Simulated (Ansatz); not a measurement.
`O=[CH][AlH][F]` + `C[SeH]` → `C[Se][AlH][F]` + `C=O` at 600 K and 1 bar (ligand exchange at the Al–C bond).

Computed with Ansatz on PBE0-D4/def2-TZVP structures; ΔE is electronic, products minus reactants. CCSD(T)/CBS is the MP2 limit (def2-TZVPP, def2-QZVPP) plus CCSD(T) − MP2 in def2-TZVPP, frozen cores. This one scheme is used for every species. For Se outer-core shells are correlated without core-valence functions, which leaves a few kJ/mol of doubt a bond. Scalar relativity is left out up to krypton. Each species was taken in one conformer, which may not be the lowest.

```
         species  CCSD(T)/CBS energy (Eh)  H − E (kJ/mol)  S (J/(mol·K))
`O=[CH][AlH][F]`               -456.27101           114.0          377.4
        `C[SeH]`              -2441.15625           149.5          312.9
 `C[Se][AlH][F]`              -2783.08628           178.8          424.6
           `C=O`               -114.39408            92.5          246.7
```

H − E and S are ideal-gas, rigid-rotor, harmonic terms from PBE0-D4/def2-TZVP, for one conformer and one mirror image of each species. 1 Eh = 2625.50 kJ/mol, R = 8.31446 J/(mol·K).

**Question.** By hand: ΔE, ΔH, ΔS and ΔG.

**Answer.** ΔE = (-2783.08628) + (-114.39408) − (-456.27101) − (-2441.15625) = -0.05310 Eh = -139.4 kJ/mol. Δ(H − E) = 178.8 + 92.5 − 114.0 − 149.5 = 7.8, so ΔH = -131.6 kJ/mol. ΔS = 424.6 + 246.7 − 377.4 − 312.9 = -19.0 J/(mol·K). ΔG = -131.6 − 600 × (-19.0)/1000 = -120.2 kJ/mol.

**Question.** By hand: the equilibrium constant, and the temperature at which ΔG would vanish if ΔH and ΔS stayed fixed.

**Answer.** log₁₀ K = −ΔG/(RT ln 10) = 10.5. ΔG = 0 at ΔH/ΔS = 6926 K, far beyond where these terms or the molecules hold.

ΔH outweighs TΔS. A doubt of 5 kJ/mol in ΔE shifts log₁₀ K by 0.4 here. Other conformers and mirror images would add mixing entropy, several J/(mol·K) or more a flexible species. Modes under 60 cm⁻¹, often nearly free rotors, make the harmonic entropy too high. These are equilibria of isolated gas molecules and say nothing of rates. Largest T1 diagnostic: 0.015 (customary marks: 0.02 for closed shells, 0.045 for open ones).
